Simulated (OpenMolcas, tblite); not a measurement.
BNH3ClO (SMILES NB(O)Cl): the dipole moment, rung by rung

BNH3ClO has 7 atoms, charge 0, and is taken as a singlet. As SMILES, `NB(O)Cl`. The coordinates come from a PBE0-D4/def2-TZVP relaxation. This is one conformer, not always the lowest.

```xyz
7

N    -0.5201    0.9762   -0.0144
B     0.0609   -0.2881   -0.0833
O     1.0970   -0.6226    0.7324
Cl   -0.5700   -1.4771   -1.2604
H    -1.2842    1.2573   -0.5991
H    -0.1943    1.6717    0.6334
H     1.4108   -1.5174    0.5915
```

Each level gives the dipole moment (D). The values are calculated.

```tsv
level	kind	program	value (D)	CPU time
GFN1-xTB	semi-empirical	tblite	1.39	under 2 s
IPEA1-xTB	semi-empirical	tblite	2.46	under 2 s
HF/def2-SVPD	Hartree–Fock	OpenMolcas	1.11	24 s
SVWN5/def2-SVPD	LDA	OpenMolcas	1.22	49 s
BLYP/def2-SVPD	GGA	OpenMolcas	1.21	69 s
M06-L/def2-SVPD	meta-GGA	OpenMolcas	1.23	82 s
r2SCAN/def2-SVPD	meta-GGA	OpenMolcas	1.23	82 s
BHLYP/def2-SVPD	global hybrid	OpenMolcas	1.14	61 s
```

The values span 1.11 to 2.46 D. Magnitudes only. Times are those of the runs behind each value, whatever else they computed, on shared processors of several kinds: orders of magnitude only.
